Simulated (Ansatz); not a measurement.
`[C-]#[N+]CCCCCCCCCCCC#N` with charge -1. The state is a doublet with charge -1. Geometry PBE-D4/def2-SVP; atoms count from 1.

```xyz
37

C     3.927   -5.552    4.667
N     2.907   -4.945    4.342
C     2.491   -3.550    4.315
C     2.104   -3.106    2.900
C     1.550   -1.681    2.830
C     1.185   -1.227    1.413
C     0.639    0.204    1.348
C     0.320    0.720   -0.063
C    -0.838   -0.003   -0.763
C    -1.162    0.517   -2.171
C    -1.705    1.949   -2.227
C    -2.093    2.403   -3.637
C    -2.623    3.846   -3.693
C    -3.049    4.310   -5.039
N    -3.343    5.175   -5.813
H     3.299   -2.877    4.711
H     1.610   -3.426    4.987
H     1.358   -3.830    2.501
H     3.000   -3.199    2.246
H     0.651   -1.600    3.484
H     2.294   -0.974    3.263
H     0.444   -1.939    0.986
H     2.084   -1.305    0.759
H     1.379    0.886    1.822
H    -0.277    0.276    1.979
H     1.233    0.641   -0.698
H     0.091    1.805   -0.002
H    -1.749    0.073   -0.126
H    -0.607   -1.088   -0.828
H    -1.905   -0.163   -2.644
H    -0.250    0.446   -2.807
H    -2.593    2.032   -1.557
H    -0.956    2.662   -1.813
H    -2.867    1.725   -4.061
H    -1.216    2.316   -4.318
H    -3.497    3.939   -3.005
H    -1.837    4.540   -3.290
```

Single mean-field runs in def2-TZVP are fitted with def2-universal-jkfit. The highest occupied level of the relaxed charge -1 doublet lies above zero (up to 1.47 eV). By energy differences it is unbound by 1.19 eV (each at its own geometry, against the charge 0 singlet, at PBE0-D4/def2-TZVP) and held by the finite basis.

**Question.** Estimate the Mulliken populations of the heavy atoms from the PBE0/def2-TZVP orbitals of Ansatz.

**Answer.** 
```
atom  charge (e)  spin (α − β)
  C1       -0.46          0.47
  N2       -0.13          0.00
  C3        0.04         -0.07
  C4       -0.15         -0.02
  C5       -0.20          0.00
  C6       -0.24          0.01
  C7       -0.14          0.00
  C8       -0.19          0.00
  C9       -0.19          0.00
 C10       -0.15          0.01
 C11       -0.23          0.01
 C12       -0.16         -0.04
 C13        0.07         -0.17
 C14       -0.36          0.25
 N15       -0.15          0.11
```
Mulliken values depend strongly on the basis.

**Question.** Where does the spin sit?

**Answer.** Summed by element: C 0.45, N 0.11, H 0.44, of 1 unpaired in all. Largest on single atoms: C1 0.47, C14 0.25, C13 -0.17.

**Question.** And the Mayer bond orders between heavy atoms (over 0.3)?

**Answer.** C1–N2 2.02 (1.23 Å); N2–C3 0.95 (1.46 Å); C3–C4 1.03 (1.53 Å); C4–C5 1.02 (1.53 Å); C5–C6 1.03 (1.53 Å); C6–C7 1.02 (1.53 Å); C7–C8 1.00 (1.54 Å); C8–C9 1.02 (1.53 Å); C9–C10 1.00 (1.54 Å); C10–C11 1.02 (1.53 Å); C11–C12 1.01 (1.53 Å); C12–C13 1.04 (1.54 Å); C13–C14 0.88 (1.49 Å); C14–N15 2.85 (1.20 Å).
